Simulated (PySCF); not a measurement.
CH5FO2Si2, SMILES O[Si@]1(F)CO[SiH2]1.

Coordinates come from a TPSSh-D3(BJ)/def2-SVP optimisation. The structure was generated by enumeration; whether it is a known compound was not checked. Other conformers were not sampled.

Calculation: HF/def2-TZVP run with PySCF.

Gas-phase values at a fixed geometry.

- total energy = -868.07893 hartree
- highest occupied level = -10.55 eV
- lowest empty level = 2.46 eV
- orbital gap = 13.01 eV
- dipole moment = 2.06 D
- quadrupole, principal values (traceless, Buckingham form, about the centre of nuclear charge) = -8.43, -0.33, 8.76 D·Å
- mean static polarisability = 60.7 bohr³ (9.00 Å³)
- polarisability, principal values = 54.2, 58.5, 69.5 bohr³
